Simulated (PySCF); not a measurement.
**[Ce(NH3)2]3+ at several levels of theory**

Computed with PySCF 2.14.0 (density fitting, no spin-orbit coupling) at the geometry relaxed with BP86:

```xyz
9
[Ce(NH3)2]3+ (singlet in the valence; each metal's 4f electrons, 1 of them, lie in its core potential, out of spins and levels)
Ce    0.4224   -1.0857   -0.0002
N    -0.0691    0.1861    2.1063
H     0.6619    0.8771    2.4087
H    -0.9465    0.7628    2.1118
H    -0.1826   -0.4133    2.9618
N    -0.0683    0.1862   -2.1058
H     0.6060    0.0115   -2.8926
H    -0.9964   -0.0178   -2.5542
H    -0.0735    1.2338   -2.0359
```

```tsv
level	basis	state	HOMO (eV)	gap (eV)	charge on Ce1 (e)	population of f-type functions on Ce1 (polarisation alone where 4f lies in the core)	dipole about the centre of mass (D)	largest force component (eV/Å)
BP86	Ce lcecp-1-SVP with ECP47, N def2-SVP, H def2-SVP	singlet	-23.76	5.13	2.11	0.02	3.19	0.01
BP86	Ce lcecp-1-TZVP with ECP47, N def2-TZVP, H def2-TZVP	singlet	-23.68	5.12	2.29	0.03	3.20	0.33
PBE0	Ce def2-SVP with ECP28, N def2-SVP, H def2-SVP	doublet	-25.15	5.63	2.18	1.12	3.13	0.60
```

In the lcecp rows the 4f levels are missing from HOMO and gap, and the state counts the valence alone.

HOMO and gap are taken over both spins. Charges are Mulliken's, which hang on the basis. The relaxation used the grid (50, 194), these runs (75, 302) or, all-electron (x2c bases, spin-free X2C Hamiltonian), (99, 590).

**Question.** Order these levels, in the first row's basis, by the HOMO–LUMO gap they give here, smallest first.
A. wB97X
B. r2SCAN
C. BLYP
D. TPSS

**Answer.** C (4.89 eV), D (5.31 eV), B (5.79 eV), A (12.15 eV).

**Question.** And their other results?

**Answer.** 
| level | state | HOMO (eV) | gap (eV) | charge on Ce1 (e) | population of f-type functions on Ce1 (polarisation alone where 4f lies in the core) | dipole about the centre of mass (D) | largest force component (eV/Å) |
| --- | --- | --- | --- | --- | --- | --- | --- |
| r2SCAN | singlet | -23.94 | 5.79 | 2.19 | 0.02 | 2.98 | 0.36 |
| BLYP | singlet | -23.50 | 4.89 | 2.09 | 0.02 | 3.17 | 0.17 |
| TPSS | singlet | -23.75 | 5.31 | 2.14 | 0.02 | 3.05 | 0.23 |
| wB97X | singlet | -27.50 | 12.15 | 2.24 | 0.03 | 2.59 | 0.47 |

In the first row's basis the gap widens with exact exchange: 4.9 to 5.8 eV for BLYP, BP86, TPSS, r2SCAN (none); 12.2 eV for wB97X (rising or full at long range).

A frequency check found unstable modes (1, the lowest at -56 cm⁻¹), so the relaxed geometry is probably a saddle point. An lcecp potential fixes the number of 4f electrons, so in runs with it no electron can move into or out of that shell.

Rows with open f shells in the valence may stand above their lowest state, and their gaps can end on f levels.
